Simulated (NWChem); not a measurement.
A series in which one site is exchanged, each optimised at PBE0/def2-SVP with NWChem, gas phase unless a solvent is named. All stand in one matching conformer (torsions within 35°), which need not be the lowest. For some, no frequency run checked for a minimum. def2 effective core potentials on Cd, Te; no spin-orbit coupling.

A: [SiH3][O][Cd][SH] (CdSiH₄SO; site = Cd)
B: [O]([SiH3])[Be][SH] (BeSiH$_{4}$SO; site = Be)
C: [SiH3]O[Te]S (SiH4TeSO; site = Te)

```json
[
 {"quantity": "dipole (D), PBE0/def2-SVP", "A": "(withheld)", "B": "1.33", "C": "1.29"},
 {"quantity": "orbital gap (eV), PBE0/def2-SVP", "A": "(withheld)", "B": "7.20", "C": "4.71"},
 {"quantity": "static polarisability, B3LYP/def2-SVPD (bohr³)", "A": "(withheld)", "B": "67.6", "C": "95.3"},
 {"quantity": "lowest singlet excitation, B3LYP/def2-SVPD, TDA (eV)", "A": "(withheld)", "B": "5.57", "C": "3.12"}
]
```

### Question
Complete the blanks.

### Answer

- dipole (D), PBE0/def2-SVP, A: 1.48
- orbital gap (eV), PBE0/def2-SVP, A: 5.81
- static polarisability, B3LYP/def2-SVPD (bohr³), A: 85.6
- lowest singlet excitation, B3LYP/def2-SVPD, TDA (eV), A: 4.22
